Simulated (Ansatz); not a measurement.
`C[SiH2]BO` + H₂Te → `C[SiH2][TeH]` + `BO` at 500 K and 1 bar (cleavage of the Si–B bond).

Gas-phase electronic energies from Ansatz, PBE0-D4/def2-TZVP geometries. CBS: MP2 limit from def2 TZ/QZ plus the TZ coupled-cluster correction, frozen cores. This one scheme is used for every species. Elements past krypton have def2 core potentials. For Te outer-core shells are correlated without core-valence functions, which leaves a few kJ/mol of doubt a bond. Each species was taken in one conformer, which may not be the lowest.

| species | CCSD(T)/CBS energy (Eh) | H − E (kJ/mol) | S (J/(mol·K)) |
| --- | --- | --- | --- |
| `C[SiH2]BO` | -431.35068 | 258.5 | 398.1 |
| H₂Te | -268.91024 | 48.9 | 247.6 |
| `C[SiH2][TeH]` | -598.49179 | 199.8 | 390.8 |
| `BO` | -101.80414 | 113.6 | 256.0 |

H − E and S are ideal-gas, rigid-rotor, harmonic terms from PBE0-D4/def2-TZVP, for one conformer and one mirror image of each species. 1 Eh = 2625.50 kJ/mol, R = 8.31446 J/(mol·K).

Q: By hand: ΔE, ΔH, ΔS and ΔG.

A: ΔE = (-598.49179) + (-101.80414) − (-431.35068) − (-268.91024) = -0.03501 Eh = -91.9 kJ/mol. Δ(H − E) = 199.8 + 113.6 − 258.5 − 48.9 = 6.0, so ΔH = -85.9 kJ/mol. ΔS = 390.8 + 256.0 − 398.1 − 247.6 = 1.1 J/(mol·K). ΔG = -85.9 − 500 × (1.1)/1000 = -86.5 kJ/mol.

Q: By hand: the equilibrium constant, and the temperature at which ΔG would vanish if ΔH and ΔS stayed fixed.

A: log₁₀ K = −ΔG/(RT ln 10) = 9.0. ΔH and −TΔS have one sign here, so there is no such temperature. One of them is within its doubt of zero, so this could turn.

The number of gas molecules stays the same, so ΔS is small and ΔH decides. A doubt of 5 kJ/mol in ΔE shifts log₁₀ K by 0.5 here. Other conformers and mirror images would add mixing entropy, several J/(mol·K) or more a flexible species. These are equilibria of isolated gas molecules and say nothing of rates. Largest T1 diagnostic: 0.014 (customary marks: 0.02 for closed shells, 0.045 for open ones).
